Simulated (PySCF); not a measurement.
# Molecular orbitals of TiCl

PBE at R = 2.263 Å; basis Ti def2-TZVPPD, Cl def2-TZVPPD; no relativity; PySCF 2.14. State: quartet, unpaired electrons σ ↑, π ↑, δ ↑, a mixture of terms (⟨Lz²⟩ = 4.9). Only the outer orbitals are listed, counted within each symmetry.

```tsv
spin	orbital	occ.	ε (eV)	on Ti (%)	main shells (%)
α	9σ	1	-18.95	5	95 Cl s
α	10σ	1	-8.15	21	78 Cl p, 10 Ti d, 8 Ti s
α	4π	1	-7.35	11	89 Cl p, 9 Ti d
α	4π	1	-7.35	10	90 Cl p
α	11σ	1	-4.41	98	64 Ti s, 30 Ti d
α	1δ	1	-4.21	100	100 Ti d
α	5π	1	-3.80	92	87 Ti d
α	1δ	0	-3.47	98	84 Ti d, 8 Ti s
α	5π	0	-3.40	93	88 Ti d
α	12σ	0	-2.80	93	64 Ti d, 20 Ti p, 8 Ti s
β	8σ	1	-36.06	100	100 Ti p
β	3π	1	-35.42	100	100 Ti p
β	9σ	1	-18.97	4	95 Cl s
β	10σ	1	-8.03	16	82 Cl p
β	4π	1	-7.33	7	93 Cl p
β	4π	1	-7.21	6	94 Cl p
β	11σ	0	-2.61	106	83 Ti s, 22 Ti d
β	5π	0	-2.27	94	93 Ti d
β	1δ	0	-2.22	100	97 Ti d
```

Problem. Which are the highest filled and the lowest empty level, where do they sit, and how wide is the gap?

Solution. Highest filled α 5π at -3.80 eV (in %: 87 Ti d); lowest empty α 1δ at -3.47 eV (in %: 84 Ti d, 8 Ti s); the gap at PBE is 0.33 eV.

The bond order (Mayer) is 1.21, the ⟨S²⟩ is 3.757 and the charge on Ti (Mulliken, basis-dependent) is 0.29. The charge on Ti (Löwdin, basis-dependent) is 0.05, the dipole moment (positive dipole means Ti(−)Cl(+)) is -3.79 D and the polarisability along the bond is 101.2 bohr³. The polarisability across the bond is 87.6 bohr³.

Shares are Mulliken populations and can fall outside 0 to 100 %.

With d or f electrons several states lie close, and the lowest PBE0 determinant need not be the measured ground state.
